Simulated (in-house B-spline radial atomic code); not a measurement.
## Ionising Mo VIII (Mo7+) with different functionals

Computed with a radial B-spline atomic code at the basis-set limit: scalar-relativistic (spin-free X2C) Hamiltonian, Fermi nucleus of rms radius 4.4091 fm, spin-polarised at highest spin, spherical fractional occupations for the functionals, and exact exchange of hybrids averaged over the configuration. The ionisation energy is the difference of two self-consistent energies, [Ar] 3d10 4s2 4p5 → [Ar] 3d10 4s2 4p4, without Breit or QED terms; ε is the level of the shell that loses the electron (its least bound occupied spin orbital). There is no spin-orbit coupling in this Hamiltonian.

```csv
method,rung,ΔSCF (eV),-ε(4p) (eV)
PBE0,global hybrid,144.67,137.90
B3LYP,global hybrid,144.74,137.42
TPSSh,global hybrid,144.76,136.56
BHandHLYP,global hybrid,144.51,140.16
r2SCAN0,global hybrid,144.88,138.26
B97-1,global hybrid,144.63,137.47
HSE06,range-separated hybrid,144.62,137.41
wB97X,range-separated hybrid,144.47,140.34
CAM-B3LYP,range-separated hybrid,144.70,139.39
LC-wPBE,range-separated hybrid,144.73,140.81
```

Problem. Among the functionals, which spreads more, the ΔSCF values or the orbital energies?

Solution. The orbital energies: ΔSCF values span about 0.40 eV and the orbital energies 4.25 eV; here energy differences depend much less on the functional than eigenvalues do.

Problem. How do they compare with the NIST value?

Solution. NIST lists 144 eV ± 1 (measured, ground level to ground level). Errors run from +0.87 to +1.28 eV; all lie within about twice that uncertainty, so the table can't rank the methods.
